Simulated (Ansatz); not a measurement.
C2H8S2Si, SMILES `[SiH3]CCSS` at its PBE0-D4/def2-TZVP geometry, where that method's forces vanish. Charge 0, multiplicity 1.

```json
{"atom": "Si1", "x (Å)": "-1.7212", "y (Å)": "0.2452", "z (Å)": "-0.5687"}
{"atom": "C2", "x (Å)": "-0.3607", "y (Å)": "-0.8415", "z (Å)": "0.1558"}
{"atom": "C3", "x (Å)": "1.0264", "y (Å)": "-0.5722", "z (Å)": "-0.3982"}
{"atom": "S4", "x (Å)": "1.5308", "y (Å)": "1.1696", "z (Å)": "-0.3607"}
{"atom": "S5", "x (Å)": "1.3646", "y (Å)": "1.6825", "z (Å)": "1.6051"}
{"atom": "H6", "x (Å)": "-3.0333", "y (Å)": "-0.4188", "z (Å)": "-0.3341"}
{"atom": "H7", "x (Å)": "-1.7661", "y (Å)": "1.5892", "z (Å)": "0.0602"}
{"atom": "H8", "x (Å)": "-1.5236", "y (Å)": "0.3981", "z (Å)": "-2.0361"}
{"atom": "H9", "x (Å)": "-0.6197", "y (Å)": "-1.8912", "z (Å)": "-0.0212"}
{"atom": "H10", "x (Å)": "-0.3574", "y (Å)": "-0.7051", "z (Å)": "1.2419"}
{"atom": "H11", "x (Å)": "1.7911", "y (Å)": "-1.1710", "z (Å)": "0.1026"}
{"atom": "H12", "x (Å)": "1.0739", "y (Å)": "-0.8060", "z (Å)": "-1.4677"}
{"atom": "H13", "x (Å)": "2.5952", "y (Å)": "1.3211", "z (Å)": "2.0210"}
```

(1) For each bond, give half the difference of the two atoms' forces along it (eV/Å; positive pushes the atoms apart) under PBE-D4, r2SCAN-D4, B3LYP-D4, ωB97M-V in def2-TZVPP. (Best estimate.)

Results:

(1) Computed: 
```json
{"bond": "Si1–C2", "length (Å)": "1.886", "PBE-D4": "0.00", "r2SCAN-D4": "0.00", "B3LYP-D4": "0.11", "ωB97M-V": "0.03"}
{"bond": "Si1–H6", "length (Å)": "1.489", "PBE-D4": "0.07", "r2SCAN-D4": "-0.04", "B3LYP-D4": "-0.10", "ωB97M-V": "-0.12"}
{"bond": "Si1–H7", "length (Å)": "1.485", "PBE-D4": "0.06", "r2SCAN-D4": "-0.03", "B3LYP-D4": "-0.08", "ωB97M-V": "-0.10"}
{"bond": "Si1–H8", "length (Å)": "1.489", "PBE-D4": "0.07", "r2SCAN-D4": "-0.02", "B3LYP-D4": "-0.07", "ωB97M-V": "-0.10"}
{"bond": "C2–C3", "length (Å)": "1.518", "PBE-D4": "-0.02", "r2SCAN-D4": "0.10", "B3LYP-D4": "0.16", "ωB97M-V": "0.20"}
{"bond": "C2–H9", "length (Å)": "1.096", "PBE-D4": "0.10", "r2SCAN-D4": "-0.03", "B3LYP-D4": "-0.09", "ωB97M-V": "-0.08"}
{"bond": "C2–H10", "length (Å)": "1.095", "PBE-D4": "0.12", "r2SCAN-D4": "-0.03", "B3LYP-D4": "-0.10", "ωB97M-V": "-0.08"}
{"bond": "C3–S4", "length (Å)": "1.814", "PBE-D4": "0.18", "r2SCAN-D4": "0.16", "B3LYP-D4": "0.23", "ωB97M-V": "0.05"}
{"bond": "C3–H11", "length (Å)": "1.093", "PBE-D4": "0.10", "r2SCAN-D4": "-0.05", "B3LYP-D4": "-0.13", "ωB97M-V": "-0.13"}
{"bond": "C3–H12", "length (Å)": "1.096", "PBE-D4": "0.11", "r2SCAN-D4": "-0.05", "B3LYP-D4": "-0.13", "ωB97M-V": "-0.10"}
{"bond": "S4–S5", "length (Å)": "2.038", "PBE-D4": "0.26", "r2SCAN-D4": "0.10", "B3LYP-D4": "0.36", "ωB97M-V": "0.17"}
{"bond": "S5–H13", "length (Å)": "1.348", "PBE-D4": "0.27", "r2SCAN-D4": "0.03", "B3LYP-D4": "-0.04", "ωB97M-V": "-0.13"}
```

B3LYP here is the variant with VWN-RPA as its local correlation; programs differ in this.
